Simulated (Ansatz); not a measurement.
`[SeH]C1BO1` + H₂S → `SC1BO1` + H₂Se  (substitution at a C–Se bond)

Program: Ansatz. Geometries: PBE0-D4/def2-TZVP. ΔE: electronic, gas phase. CCSD(T)/CBS is the MP2 limit (def2-TZVPP, def2-QZVPP) plus CCSD(T) − MP2 in def2-TZVPP, frozen cores. This one scheme is used for every species. DFT in def2-TZVPP. For Se outer-core shells are correlated without core-valence functions, which leaves a few kJ/mol of doubt a bond. Scalar relativity is left out up to krypton. Each species was taken in one conformer, which may not be the lowest.

```json
{"species": "`[SeH]C1BO1`", "LDA (SPW92) energy (Eh)": "-2536.96831"}
{"species": "H₂S", "LDA (SPW92) energy (Eh)": "-398.00631"}
{"species": "`SC1BO1`", "LDA (SPW92) energy (Eh)": "-535.67388"}
{"species": "H₂Se", "LDA (SPW92) energy (Eh)": "-2399.30262"}
```

(1) Work out ΔE.

(2) What do rigid-rotor, harmonic-oscillator terms from PBE0-D4/def2-TZVP frequencies (298.15 K, 1 bar) make of the CCSD(T)/CBS value? (Estimate.)

Largest T1 diagnostic among the species: 0.016.

## Answers

(1) ΔE = (-535.67388) + (-2399.30262) − (-2536.96831) − (-398.00631) = -0.00188 Eh = -1.2 kcal/mol. CCSD(T)/CBS gives +0.4 kcal/mol.

(2) Ansatz gave: ΔZPE = 0.0 kcal/mol, ΔH = +0.2 kcal/mol, ΔS = -1 J/(mol·K), ΔG = +0.3 kcal/mol.

Leaving LDA and LC-ωPBE aside and taking each functional with its dispersion term where it has one, the values, not all of them listed here, spread over 0.5 kcal/mol, from r2SCAN-D4 to B2PLYP. In def2-TZVPP, CCSD(T) changes the Hartree–Fock value by +1.0 kcal/mol (the triples alone add −0.0 kcal/mol) and MP2 by +1.2 kcal/mol. At CCSD(T), def2-SVP lies −1.5 kcal/mol from the extrapolated value and def2-TZVPP +0.4 kcal/mol.
